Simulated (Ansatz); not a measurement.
Relaxation of CH4Cl2Ge (8 atoms, charge 0, multiplicity 1), to a largest force component of 0.03 eV/Å in at most 50 steps.

The calculation used RKS r2SCAN-D4/def2-SVP (Ansatz 0.2.0).

```xyz
8
Properties=species:S:1:pos:R:3:forces:R:3
Ge -1.017 0.866 0.597 0.01 0.04 0.07
H -1.034 0.085 -2.106 -1.98 0.70 -1.31
C 0.801 0.062 0.256 0.11 0.04 0.20
H -0.466 -0.125 -1.748 1.85 -0.75 1.06
Cl 1.324 0.583 1.938 -0.01 -0.01 -0.01
Cl -1.962 -1.001 1.317 0.01 0.00 -0.02
H 1.470 0.562 -0.458 -0.01 0.01 0.00
H 0.883 -1.031 0.205 0.02 -0.04 0.00
```

Problem. Where does it end, and by what steps?

Solution. The run converged. After 19 steps the energy has fallen by 0.152 eV; H4 moved furthest, 0.94 Å.

```json
{"step": "0", "energy less start (eV)": "0.0000", "largest force component (eV/Å)": "1.982", "accepted": "yes"}
{"step": "1", "energy less start (eV)": "-0.1091", "largest force component (eV/Å)": "0.098", "accepted": "yes"}
{"step": "2", "energy less start (eV)": "-0.1214", "largest force component (eV/Å)": "0.082", "accepted": "yes"}
{"step": "3", "energy less start (eV)": "-0.1245", "largest force component (eV/Å)": "0.140", "accepted": "yes"}
{"step": "4", "energy less start (eV)": "-0.1262", "largest force component (eV/Å)": "0.081", "accepted": "yes"}
{"step": "5", "energy less start (eV)": "-0.1275", "largest force component (eV/Å)": "0.070", "accepted": "yes"}
{"step": "6", "energy less start (eV)": "-0.1251", "largest force component (eV/Å)": "0.395", "accepted": "no"}
{"step": "7", "energy less start (eV)": "-0.1275", "largest force component (eV/Å)": "0.093", "accepted": "yes"}
{"step": "8", "energy less start (eV)": "-0.1299", "largest force component (eV/Å)": "0.176", "accepted": "yes"}
{"step": "9", "energy less start (eV)": "-0.1302", "largest force component (eV/Å)": "0.105", "accepted": "yes"}
{"step": "10", "energy less start (eV)": "-0.1371", "largest force component (eV/Å)": "0.080", "accepted": "yes"}
{"step": "11", "energy less start (eV)": "-0.1422", "largest force component (eV/Å)": "0.032", "accepted": "yes"}
{"step": "12", "energy less start (eV)": "-0.0331", "largest force component (eV/Å)": "1.812", "accepted": "no"}
{"step": "13", "energy less start (eV)": "-0.1462", "largest force component (eV/Å)": "0.051", "accepted": "yes"}
{"step": "14", "energy less start (eV)": "-0.1467", "largest force component (eV/Å)": "0.319", "accepted": "yes"}
{"step": "15", "energy less start (eV)": "-0.1501", "largest force component (eV/Å)": "0.065", "accepted": "yes"}
{"step": "16", "energy less start (eV)": "-0.1507", "largest force component (eV/Å)": "0.180", "accepted": "yes"}
{"step": "17", "energy less start (eV)": "-0.1513", "largest force component (eV/Å)": "0.061", "accepted": "yes"}
{"step": "18", "energy less start (eV)": "-0.1515", "largest force component (eV/Å)": "0.046", "accepted": "yes"}
{"step": "19", "energy less start (eV)": "-0.1516", "largest force component (eV/Å)": "0.019", "accepted": "yes"}
```

```xyz
8
Properties=species:S:1:pos:R:3
Ge -0.850 0.934 0.618
H -1.029 0.099 -2.430
C 0.995 0.129 0.415
H -1.337 -0.408 -1.953
Cl 1.258 0.520 2.191
Cl -1.875 -0.994 1.019
H 1.756 0.678 -0.156
H 1.082 -0.958 0.295
```

Whether the end is a true minimum wasn't checked by a vibrational analysis.

Run time: 82 s on 2 threads of Arm Neoverse V1, on a shared host, peak memory 0.17 GiB.
